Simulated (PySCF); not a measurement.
Electronic absorption of benzotrifluoride

Benzotrifluoride, C₇H₅F₃.
SMILES: `c1(ccccc1)C(F)(F)F`

Computed with TDDFT CAM-B3LYP/def2-SVPD, vertical, gas phase, core orbitals frozen in the response in PySCF. Geometry: PBE0-D3(BJ)/def2-SVP; no solvent, vibrations or thermal averaging. Torsions of this conformer, `[F:1][C:2]([F:3])([F:4])[c:5]1[cH:6][cH:7][cH:8][cH:9][cH:10]1`: F1–C2–C5–C6 100°.

```tsv
state	E (eV)	E (kJ/mol)	λ (nm)	f	|μ| (D)	main configurations (H = HOMO, L = LUMO)
S1	5.45	526	227.6	0.0048	0.48	H→L (56%), H-1→L+1 (39%)
S2	6.16	595	201.2	0.012	0.73	H-1→L (56%), H→L+1 (38%)
S3	7.11	686	174.4	0.546	4.50	H-1→L+1 (52%), H→L (35%)
S4	7.12	687	174.2	0.693	5.07	H→L+1 (51%), H-1→L (36%)
S5	7.52	726	164.9	0.0003	0.10	H→L+2 (94%)
S6	7.63	736	162.5	0.0075	0.51	H-1→L+2 (92%)
S7	7.80	753	158.9	0.0001	0.06	H-2→L (91%)
S8	7.97	769	155.6	0.0069	0.48	H-3→L (90%)
S9	8.09	781	153.2	0.0090	0.54	H-2→L+1 (92%)
S10	8.20	791	151.2	0.0009	0.17	H-3→L+1 (90%)
```

Triplets (Tamm–Dancoff): T1 4.06 eV, H-1→L (53%), H→L+1 (37%); T2 4.73 eV, H→L (80%), H-1→L+1 (15%); T3 4.80 eV, H→L+1 (57%), H-1→L (39%); T4 5.24 eV, H-1→L+1 (81%), H→L (14%).

The lowest singlet lies at 5.45 eV (228 nm, ultraviolet) and is very weak; its leading configuration is HOMO→LUMO (56%). The strongest level in the table is S4 at 7.12 eV (174 nm, f = 0.693). S3/S4 lie within about 0.01 eV of each other. Löwdin shares by element: HOMO carbon 80% or more (atoms not listed hold the other 20%); LUMO carbon 65% or more (atoms not listed hold the other 35%). The oscillator strengths of these states sum to 1.281; summed over the whole spectrum of an exact calculation they would give the number of electrons, 74 (Thomas–Reiche–Kuhn). Weighted by f, the mean energy of these states is 7.11 eV. Of the 10 states listed, 3 reach f = 0.01 and 2 stay under 0.0005. The vertical ionisation energy (ΔSCF) is 9.84 eV, 1.64 eV above S10. The window holds the lowest 10 singlets.
